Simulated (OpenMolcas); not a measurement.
# Re6+: moving or changing the point charges

Re6+ among 6 point charges of -1.7 e arranged as a trigonal prism (D3h), 1.9 Å from the ion, with a polar angle of 42.2° against the regular 49.1°.

```
Program             : OpenMolcas
Method              : CASSCF
Basis               : ANO-RCC-VDZP [7s6p4d2f1g]
Scalar Hamiltonian  : DKH2, point nucleus
Active space        : 1 electron in 5 orbitals (5d)
State averaging     : 2S+1 = 2 even, 5 roots
Spin-orbit coupling : state interaction with AMFI integrals over the reference wave functions
```

Runs around this geometry, states (labels of D3, the rotations of D3h). Energies in cm-1 above the lowest state or level, χT in cm3 K/mol.

```tsv
R (Å)	q (e)	Polar angle / regular	Ground state	First state of that spin	First gap with spin-orbit (degeneracies)	χT at 300 K
1.9	-1.7	0.79	2E	2A1 19526	9985 (2, 2)	0.141
1.9	-1.1	0.86	2E	2A1 10464	10169 (2, 2)	0.149
1.75	-1.7	0.86	2E	2A1 17489	9700 (2, 2)	0.138
1.9	-1.7	0.86	2E	2A1 15084	10167 (2, 2)	0.142
2.11	-1.7	0.86	2E	2A1 12041	10610 (2, 2)	0.147
```

Taking the first state of the same spin as R^-n, n = -ln(12041 / 17489) / ln(2.11 / 1.75) = 2.0 between the shortest and longest distance.

Scaling the charges by -1.1 / -1.7 = 0.65 scales the first state of the same spin by 10464 / 15084 = 0.69; with fixed orbitals a first-order splitting would follow the charge.

An orbital doublet at a regular site is open to a Jahn-Teller distortion, which this geometry leaves out. Point charges carry no covalency, so the field is a model and not that of real ligands. No measured value stands beside these numbers.
